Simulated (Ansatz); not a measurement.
Geometry optimisation, RHF/def2-SVP in Ansatz 0.2.0.

input.yaml

```yaml
crystal:
  periodic: [false, false, false]
  atoms:
    - { symbol: Ta, position_ang: [0.0, 0.0, 0.0] }
    - { symbol: F, position_ang: [2.28, 0.0, 0.0] }
    - { symbol: Cl, position_ang: [0.0, 0.0, 2.47] }
    - { symbol: Cl, position_ang: [0.0, 0.0, -2.47] }
    - { symbol: Cl, position_ang: [-1.235, 2.139, 0.0] }
    - { symbol: Cl, position_ang: [-1.235, -2.139, 0.0] }
    - { symbol: P, position_ang: [0.8892, -2.2651, 1.4252] }
    - { symbol: H, position_ang: [0.0933, -3.3878, 1.0754] }
    - { symbol: H, position_ang: [2.2461, -2.5276, 1.0992] }
    - { symbol: H, position_ang: [2.1179, -1.0882, 0.6847] }
basis:
  gaussian: { orbitals: def2-SVP }
hamiltonian:
  xc: hf
relax:
  f_tol: 0.15
  max_steps: 25
  restrain:
    - { distance: [0, 6], at: 3.72, k: 30.0 }
    - { distance: [9, 1], at: 2.12, k: 30.0 }
    - { distance: [0, 1], at: 1.93, k: 30.0 }
    - { distance: [9, 6], at: 1.42, k: 30.0 }
output:
  orbitals: {}
```

Command:

```bash
$ ansatz run input.yaml --threads 4 --pin off --max-ram 5120MiB --backend cpu --events-out ev --progress --plain --runs-dir out
```

**Question.** Where does it end, and by what steps?

**Answer.** The run converged. The restraints hold the end off the free minimum; the threshold counts their pulls, which the force column leaves out. Restrained pairs: Ta1–P7 (2.82 → 3.73 Å), F2–H10 (1.30 → 2.13 Å), Ta1–F2 (2.28 → 1.90 Å), P7–H10 (1.86 → 1.42 Å). After 11 steps the energy has fallen by 8.133 eV (the restraints' own energy left out); Cl6 moved furthest, 0.97 Å.

```
step  energy less start (eV)  largest force component (eV/Å)  accepted
   0                  0.0000                           3.274       yes
   1                 -0.7369                           3.690       yes
   2                 -2.4666                           3.823       yes
   3                 -4.9137                           3.219       yes
   4                 -6.7346                           2.152       yes
   5                 -7.5437                           1.345       yes
   6                 -7.9416                           1.205       yes
   7                 -8.0542                           1.075       yes
   8                 -8.1035                           1.008       yes
   9                 -8.1279                           0.991       yes
  10                 -8.1253                           1.013        no
  11                 -8.1327                           0.956       yes
```

```xyz
10
Properties=species:S:1:pos:R:3
Ta -0.168 0.259 0.097
F 1.693 0.554 0.312
Cl -0.312 0.545 2.410
Cl 0.382 -0.516 -2.046
Cl -1.177 2.191 -0.528
Cl -1.798 -1.385 0.224
P 1.593 -2.714 1.508
H 0.624 -3.394 0.741
H 2.705 -3.276 0.846
H 1.614 -1.535 0.721
```

The run took 38 s on 4 threads of Arm Neoverse V1, with other jobs on the host, peak memory 0.54 GiB.
